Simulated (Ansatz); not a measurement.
CHOS, charge +1, singlet, at a GFN2-xTB geometry; WB97X-V/cc-pVDZ run with Ansatz (a program for electronic structure).

Ansatz was given this input:
Ansatz 0.2 input:
```yaml
crystal:
  periodic: [false, false, false]
  atoms:
    - {symbol: O, position_ang: [-0.05168487, 0.00758199, -1.62217986]}
    - {symbol: C, position_ang: [0.02888989, -0.02120432, -0.40228227]}
    - {symbol: S, position_ang: [-0.02233192, 0.02665716, 1.10304489]}
    - {symbol: H, position_ang: [0.59745029, -0.35994452, -2.25758581]}
basis:
  gaussian:
    orbitals: cc-pVDZ
hamiltonian:
  xc: {name: wB97X-V}
total_charge: 1
```

Problem. Write the output that Ansatz gives for this input, abridged.

Solution. 
```
Functional definition: wB97X-V
498 factors; integrals over basis functions are off by at most 1.3e-3 eV
135 factors; integrals over basis functions are off by at most 1.1e-5 eV
mean field evaluation 1: about -13918.5318 eV, gradient 5.3e1 eV
mean field evaluation 2: about -13914.7013 eV, gradient 6.9e1 eV
mean field evaluation 4: about -13923.5637 eV, gradient 1.0e0 eV
mean field evaluation 8: about -13923.5678 eV, gradient 5.3e-2 eV
mean field evaluation 16: about -13923.5679 eV, gradient 2.9e-5 eV
mean field -13923.56788333 eV, -511.6816819791 hartree, gradient 2.9e-5 eV, S^2 0.000000; 0 other end points of the search recorded, 0 dependent functions left out
reference -13923.56788233 eV, -511.6816819423 hartree; 15, 15 occupied and 36, 36 virtual orbitals, 498 factors
Total energy: -13923.56788233 eV, -511.6816819423 hartree
```
